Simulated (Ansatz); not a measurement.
Consider the stannylene formation by 1,1-elimination: `[CH3][Sn]([F])([F])[Cl]` → F₂ + `[CH3][Sn][Cl]`.

Calculated with Ansatz (gas phase, PBE0-D4/def2-TZVP geometries, no zero-point term in ΔE). CBS: MP2 limit from def2 TZ/QZ plus the TZ coupled-cluster correction, frozen cores. This one scheme is used for every species. Functionals use def2-TZVPP. HSE06 is defined as in plane-wave codes. def2 core potentials past Kr. For Sn outer-core shells are correlated without core-valence functions, which leaves a few kJ/mol of doubt a bond.

```json
{"level": "LDA (SPW92)", "ΔE (kJ/mol)": "671.2", "difference from CCSD(T)/CBS": "-24.9"}
{"level": "BLYP-D4", "ΔE (kJ/mol)": "621.7", "difference from CCSD(T)/CBS": "-74.4"}
{"level": "r2SCAN-D4", "ΔE (kJ/mol)": "679.3", "difference from CCSD(T)/CBS": "-16.8"}
{"level": "r2SCANh-D4", "ΔE (kJ/mol)": "685.8", "difference from CCSD(T)/CBS": "-10.3"}
{"level": "r2SCAN0-D4", "ΔE (kJ/mol)": "696.2", "difference from CCSD(T)/CBS": "0.1"}
{"level": "ωB97X-V", "ΔE (kJ/mol)": "686.5", "difference from CCSD(T)/CBS": "-9.6"}
{"level": "PBE", "ΔE (kJ/mol)": "632.3", "difference from CCSD(T)/CBS": "-63.8"}
{"level": "HSE06", "ΔE (kJ/mol)": "663.5", "difference from CCSD(T)/CBS": "-32.6"}
{"level": "MP2/def2-SVP", "ΔE (kJ/mol)": "702.4", "difference from CCSD(T)/CBS": "6.3"}
{"level": "CCSD(T)/def2-SVP", "ΔE (kJ/mol)": "652.9", "difference from CCSD(T)/CBS": "-43.2"}
{"level": "MP2/def2-TZVPP", "ΔE (kJ/mol)": "703.5", "difference from CCSD(T)/CBS": "7.4"}
{"level": "CCSD/def2-TZVPP", "ΔE (kJ/mol)": "678.7", "difference from CCSD(T)/CBS": "-17.4"}
{"level": "HF/def2-QZVPP", "ΔE (kJ/mol)": "726.9", "difference from CCSD(T)/CBS": "30.8"}
{"level": "SCS-MP2/def2-QZVPP", "ΔE (kJ/mol)": "700.8", "difference from CCSD(T)/CBS": "4.7"}
{"level": "HF/CBS(def2)", "ΔE (kJ/mol)": "728.2", "difference from CCSD(T)/CBS": "32.1"}
{"level": "MP2/CBS(def2)", "ΔE (kJ/mol)": "725.7", "difference from CCSD(T)/CBS": "29.6"}
{"level": "CCSD(T)/CBS", "ΔE (kJ/mol)": "696.1", "difference from CCSD(T)/CBS": "0"}
```

Largest T1 diagnostic among the species: 0.013.

From r2SCAN to r2SCAN0 (25 % exact exchange), in def2-TZVPP and without D4, ΔE moves by +16.7 kJ/mol. The D4 term adds +6.3 kJ/mol with B3LYP and +3.7 kJ/mol with PBE0; it sums over pairs of atoms, weighted by their polarisabilities, and B3LYP, whose exchange is more repulsive, gets the larger term.

B3LYP here is the variant with VWN-RPA as its local correlation; programs differ in this.
